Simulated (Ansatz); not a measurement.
Calculated with Ansatz (gas phase, PBE0-D4/def2-TZVP geometries, no zero-point term in ΔE). CCSD(T)/CBS is the MP2 limit (def2-TZVPP, def2-QZVPP) plus CCSD(T) − MP2 in def2-TZVPP, frozen cores. DFT in def2-TZVPP. B3LYP here is the variant with VWN-RPA as its local correlation; programs differ in this. For Ga outer-core shells are correlated without core-valence functions, which leaves a few kJ/mol of doubt a bond. Scalar relativity is left out up to krypton. Each species was taken in one conformer, which may not be the lowest.

Consider the redistribution: `[NH2][GaH][SiH2][SiH3]` + `CCO[SiH3]` → `C[CH2][GaH][NH2]` + `[SiH3]O[SiH2][SiH3]`.

CCSD(T)/CBS gives -133.3 kJ/mol.

**Question.** Another level gave -124.4 kJ/mol. Which?
A. SCS-MP2/def2-TZVPP
B. CCSD/def2-TZVPP
C. B3LYP-D4/def2-TZVPP
D. B3LYP/def2-TZVPP

**Answer.** C. B3LYP-D4 -124.4, B3LYP -120.3, SCS-MP2/def2-TZVPP -138.0, CCSD/def2-TZVPP -130.5 kJ/mol.

Largest T1 diagnostic among the species: 0.015.

The D4 term adds −4.1 kJ/mol with B3LYP and −2.2 kJ/mol with PBE0; it sums over pairs of atoms, weighted by their polarisabilities, and B3LYP, whose exchange is more repulsive, gets the larger term. From PBE to PBE0 (25 % exact exchange), in def2-TZVPP and without D4, ΔE moves by −8.4 kJ/mol.
